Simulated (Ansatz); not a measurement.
Input for Ansatz (a program for electronic structure): R-PBE/def2-TZVPP on AlH (SMILES [AlH]), 2S+1 = 1, a spin state set in the input, which need not be the lowest.

Ansatz 0.2 input:
```yaml
crystal:
  periodic: [false, false, false]
  atoms:
    - {symbol: Al, position_ang: [-0.00000000, -0.00000000, -0.11870915]}
    - {symbol: H, position_ang: [0.00000000, 0.00000000, 1.54321891]}
basis:
  gaussian:
    orbitals: def2-TZVPP
hamiltonian:
  xc: {name: PBE}
```

Program output:

```
WARN ansatz: RAYON_NUM_THREADS=2 ignored (pool sized by the plan → 2); use --threads N
Functional definition: PBE
integrals: 0.01 GiB planned
328 factors; their error is unknown
mean field: 0.10 GiB planned
mean field evaluation 1: about -6607.2067 eV, gradient 1.3e1 eV
mean field evaluation 2: about -6607.3396 eV, gradient 1.0e1 eV
mean field evaluation 4: about -6607.9567 eV, gradient 2.4e-1 eV
mean field evaluation 8: about -6607.9534 eV, gradient 1.3e-3 eV
mean field -6607.95336417 eV, -242.8378071017 hartree, gradient 1.6e-5 eV, S^2 0.000000; 0 other end points of the search recorded, 0 dependent functions left out
reference -6607.95339211 eV, -242.8378081285 hartree; 7, 7 occupied and 49, 49 virtual orbitals, 328 factors
Total energy: -6607.95339211 eV, -242.8378081285 hartree
```

Self-consistency was reached.

Cost: roughly 0.17 core-seconds.
